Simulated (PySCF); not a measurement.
Ni⁺: ionisation energy

Ni⁺ [Ar] 3d9 (2D) → Ni²⁺ [Ar] 3d8 (3F), as a difference of total energies. All numbers are calculated (PySCF 2.14, the spin-free X2C one-electron Hamiltonian (Gaussian nucleus), in aug-cc-pVTZ-DK (8s7p5d3f2g, 93 functions)). Correlated levels: valence: [Ar] frozen. The calculations carry no spin-orbit coupling.

```json
{"method": "UHF", "ionisation energy (eV)": "15.001"}
{"method": "PBE", "ionisation energy (eV)": "18.920"}
{"method": "BP86", "ionisation energy (eV)": "19.022"}
{"method": "r2SCAN0", "ionisation energy (eV)": "17.559"}
{"method": "LC-wPBE", "ionisation energy (eV)": "18.607"}
{"method": "PW91", "ionisation energy (eV)": "19.015"}
{"method": "MP2 (valence)", "ionisation energy (eV)": "18.341"}
{"method": "SCS-MP2 (valence)", "ionisation energy (eV)": "18.039"}
```

Problem. Estimate what LDA gives.

Solution. 19.602 eV, closest to BP86 among the rows shown.

Problem. Estimate what PBE0 gives.

Solution. 18.185 eV, closest to SCS-MP2 (valence) among the rows shown.

A first-order spin-orbit estimate (lowest level to lowest level, LS coupling) adds -0.049 eV.

Errors of the correlated levels include the incompleteness of this basis and the frozen core.

For comparison: 18.169 eV (measured; NIST Atomic Spectra Database, ionization energies).
